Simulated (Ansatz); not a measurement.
```yaml
crystal:
  periodic: [false, false, false]
  atoms:
    - {symbol: C, position_ang: [-1.799179, 0.148855, 1.804999]}
    - {symbol: S, position_ang: [-0.898264, 1.817913, 0.570228]}
    - {symbol: In, position_ang: [0.860662, 0.825373, -0.677145]}
    - {symbol: C, position_ang: [1.165243, -1.035459, -1.413067]}
    - {symbol: F, position_ang: [1.561820, 2.315544, -1.706014]}
    - {symbol: H, position_ang: [-2.634985, 0.616856, 2.232534]}
    - {symbol: H, position_ang: [-1.963887, 0.010285, 0.369191]}
    - {symbol: H, position_ang: [-1.101887, -0.024938, 2.082038]}
    - {symbol: H, position_ang: [1.696682, -1.570359, -0.482393]}
    - {symbol: H, position_ang: [2.264934, -1.151823, -1.751144]}
    - {symbol: H, position_ang: [0.220212, -1.790950, -1.712515]}
basis:
  gaussian: {orbitals: x2c-TZVPPall}
total_charge: 1
magnetization: {spin_polarized: true, initial_magnetization: 1}
hamiltonian: {xc: {name: wB97}}
```

```sh
$ ansatz run in.yaml --threads 4 --pin off --events-out ev --progress --plain --max-ram 10444MiB
```

Output, abridged:

```
Functional definition: wB97
1715 factors; their error is unknown
463 factors; integrals over basis functions are off by at most 2.5e-5 eV
mean field evaluation 1: about -175777.9634 eV, gradient 5.7e1 eV
mean field evaluation 2: about -175742.6187 eV, gradient 1.1e2 eV
mean field evaluation 4: about -175789.5539 eV, gradient 6.6e0 eV
mean field evaluation 8: about -175789.8260 eV, gradient 1.8e-1 eV
mean field evaluation 16: about -175789.7945 eV, gradient 1.1e-2 eV
mean field evaluation 32: about -175789.7945 eV, gradient 2.9e-4 eV
mean field -175789.79451068 eV, -6460.1557936651 hartree, gradient 3.7e-5 eV, S^2 0.765446; 4 other end points of the search recorded, 0 dependent functions left out
reference -175789.79449852 eV, -6460.1557932183 hartree; 46, 45 occupied and 233, 234 virtual orbitals, 1715 factors
Total energy: -175789.79449852 eV, -6460.1557932183 hartree
Relativity: scalar
```

It took 23 s on 4 threads of an Intel Xeon 6975P-C on a shared host, with 1.6 GiB of host memory at the peak.
